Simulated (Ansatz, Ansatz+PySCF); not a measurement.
```xyz
2

Be    0.0000    0.0000    0.0000
S     0.0000    0.0000    1.7420
```

Basis set: def2-SVP (spherical functions). Frozen core: 5 orbitals. Charge 0, multiplicity 1.

Computed with Ansatz (development build ahead of 0.2.0); each method stands on the lowest determinant of its kind that the runs found. Restricted open shells among the atoms or ions are ROHF, correlated in semicanonical orbitals with singles.

**Question.** Give the atomization energy at this shape (free ground-state atoms in the same class of orbitals less the molecule, no zero-point energy) of singlet BeS by RHF-CCSD(T), RHF-MP2, UHF-MP2, RHF, UHF.

**Answer.**

| method | atomization energy |
| --- | --- |
| RHF-CCSD(T) | 2.37 eV |
| RHF-MP2 | 2.88 eV |
| UHF-MP2 | 1.93 eV |
| RHF | 1.67 eV |
| UHF | 1.61 eV |

Caution for UHF-MP2: another reference gives a lower total. Caution for UHF-MP2, UHF: the unrestricted determinant is a mixture of spin states. Caution for UHF: a free atom is spin contaminated.
